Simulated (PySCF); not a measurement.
**Correlation energy of Si (silicon, neutral)**

[Ne] 3s2 3p1 3d1, one real determinant (an excited configuration). Computed with PySCF 2.14 in aug-cc-pCVTZ-DK with one added diffuse shell each of s, p, d, f type (9s8p6d4f, 91 functions), with scalar relativity by spin-free X2C-1e. Frozen: 1s2; 12 electrons correlated.

```csv
level,correlation energy (mhartree)
CCSD,-359.27
(T),-12.58
CCSD(T),-371.85
```

Diagnostics: T1 = 0.062, D1 = 0.2994, largest double amplitude 0.312.

The real determinant used has ⟨L²⟩ near 8 against 12 for a pure F term, so it mixes terms. The outer electron is Rydberg-like, and this basis confines it to a smaller radius and binds it less than a complete one would. T1 exceeds 0.03, a sign that the reference determinant is poor. A double-excitation amplitude exceeds 0.15, a sign of near-degeneracy.

Cost of the coupled-cluster step: roughly 60 core-seconds, for 12 correlated electrons.

The reference is one real determinant that mixes LS terms of this configuration.
